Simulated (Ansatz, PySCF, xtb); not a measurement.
Reaction (SMILES): c1cnccn1 + 9 [H][H] (H2) → 4 C (CH4) + 2 N (NH3)
Structures are relaxed separately at B3LYP-D3(BJ)/def2-TZVP in Ansatz (a first-principles code). Unstable Hartree-Fock reference: c1cnccn1.
Geometry of the first species:
SMILES: c1nccnc1
```xyz
10

C      1.1755    -0.6013     0.1346
C      1.0677     0.7845     0.0774
N     -0.1084     1.3933    -0.0575
C     -1.1755     0.6013    -0.1346
C     -1.0677    -0.7845    -0.0774
N      0.1084    -1.3933     0.0575
H      2.1422    -1.0802     0.2447
H      1.9481     1.4144     0.1418
H     -2.1422     1.0802    -0.2447
H     -1.9481    -1.4144    -0.1418
```

Property: energy of full hydrogenation (0 K, with B3LYP-D3(BJ) harmonic zero-point energies from PySCF), in eV. Cores are frozen in the correlated levels unless marked. Spin-orbit coupling is left out. No relativistic terms. Basis-set limits of correlation are two-point, X^-3; Hartree-Fock from the larger set.

```tsv
level	program	energy of full hydrogenation (eV)
GFN2-xTB	xtb	-5.98
revPBE-D4/def2-TZVPD	Ansatz + dftd4	?
PBE0/def2-SVP	Ansatz	-6.18
BHLYP/def2-TZVPD	Ansatz	?
r2SCANh-D4/def2-TZVPD	Ansatz + dftd4	-5.87
RPA@PBE/cc-pVTZ	Ansatz	?
RPA@PBE/cc-pVQZ	Ansatz	?
SCS-MP2/aug-cc-pVDZ	Ansatz	-5.90
SCS-MP2/aug-cc-pVTZ	Ansatz	-5.77
SCS-MP2/cc-pVTZ	Ansatz	-5.68
CCSD/6-31G	Ansatz	-5.02
CCSD(T)/CBS(cc-pVTZ,cc-pVQZ)	Ansatz	-5.89
```

### Question
Some entries are withheld; supply them.

### Answer

- revPBE-D4/def2-TZVPD, energy of full hydrogenation (eV): -4.87
- BHLYP/def2-TZVPD, energy of full hydrogenation (eV): -6.43
- RPA@PBE/cc-pVTZ, energy of full hydrogenation (eV): -5.42
- RPA@PBE/cc-pVQZ, energy of full hydrogenation (eV): -5.51
